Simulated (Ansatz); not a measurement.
Basis-set extrapolation for `BC(C)(C)O` (PBE0-D4/def2-TZVP geometry, frozen core, Ansatz 0.2.0). Multiplicity 1, RHF reference.

|  | def2-TZVPP | def2-QZVPP |
| --- | --- | --- |
| HF | -218.445025 | -218.455308 |
| MP2 correlation | -0.883532 | -0.942244 |
| CCSD(T) correlation | -0.966057 | not run |

Energies in hartree. Use E(X) = E(∞) + A·exp(−7.88·√X) for Hartree–Fock and E(X) = E(∞) + B·X^(−2.97) for correlation, with X = 3 and 4, and add CCSD(T) minus MP2 of the smaller set to the MP2 limit.

Task: What is the CCSD(T) energy at the basis-set limit?

Result: HF limit: -218.455308 + (-0.010283) × 0.13774 = -218.45672. MP2 limit: -0.942244 + (-0.058712) × 0.74074 = -0.98573. Higher-order term: -0.966057 − (-0.883532) = -0.08253. Total: -219.52498 hartree, 299.0 kJ/mol below CCSD(T)/def2-TZVPP.
